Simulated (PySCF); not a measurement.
Rh⁺: ionisation energy

Rh⁺ [Kr] 4d8 (3F) → Rh²⁺ [Kr] 4d7 (4F), as a difference of total energies. Computed with PySCF 2.14 in x2c-SVPall, with the spin-free X2C one-electron Hamiltonian (Gaussian nucleus). Correlated levels: valence: [Kr] frozen. The calculations carry no spin-orbit coupling.

| method | ionisation energy (eV) | difference from reference (eV) |
| --- | --- | --- |
| UHF | 16.187 | -1.893 |
| r2SCAN | 18.221 | +0.141 |
| M06-L | 18.170 | +0.090 |
| MP2 (valence) | 17.445 | -0.635 |
| SCS-MP2 (valence) | 17.452 | -0.628 |

Reference: 18.08 eV (semi-empirical (NIST evaluation); NIST Atomic Spectra Database, ionization energies).

The reference lies between the lowest fine-structure levels, while these numbers refer to the centres of the terms.

Errors of the correlated levels include the incompleteness of this basis and the frozen core.
